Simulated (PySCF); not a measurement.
How good is the calculation?

Structure with atom numbers: `[CH3:1][C:2]([CH3:3])([CH3:4])[C:5]([NH2:6])=[O:7]`. Hydrogens are named by the atom that carries them. Ha(N6) is cis to the C=O or C=S heteroatom; Hb(N6) is trans to the C=O or C=S heteroatom.

What is known from experiment: δ ¹³C C2 38.6; C1/C3/C4 27.6; δ ¹H H(C1)/H(C3)/H(C4) 1.22 ppm (measured; solution, not stated per compound (mostly CDCl3 or CCl4); Pretsch, Buehlmann, Badertscher, Structure Determination of Organic Compounds, 4th ed. (2009)).

- geometry: PBE0-D3(BJ)/def2-SVP
- CAM-B3LYP/pcSseg-1 with gauge-including orbitals
- program: PySCF 2.14
- no relativistic terms, one averaged value for each set of equivalent atoms, one conformer, no solvent model

Q: What does the calculation give, and how does it compare?

A: 
Reference values: measured (solution, not stated per compound (mostly CDCl3 or CCl4); Pretsch, Buehlmann, Badertscher, Structure Determination of Organic Compounds, 4th ed. (2009)).
```json
{"atoms": "C2", "quantity": "δ ¹³C", "reference": "38.6", "computed": "38.6"}
{"atoms": "C1/C3/C4", "quantity": "δ ¹³C", "reference": "27.6", "computed": "29.9"}
{"atoms": "H(C1)/H(C3)/H(C4)", "quantity": "δ ¹H", "reference": "1.22", "computed": "1.06"}
```

Computed shifts are σ(ref) − σ with the named reference compound (TMS for H and C) calculated as an isolated molecule at the same level.

Q: How far are the unscaled ¹³C shifts from the references?

A: Mean signed difference +1.15 ppm, mean absolute 1.15 ppm over 2 comparisons; the largest is +2.3 ppm at C1/C3/C4 (methyl carbon).

3 of the 6 published NMR values on file for this molecule are compared.
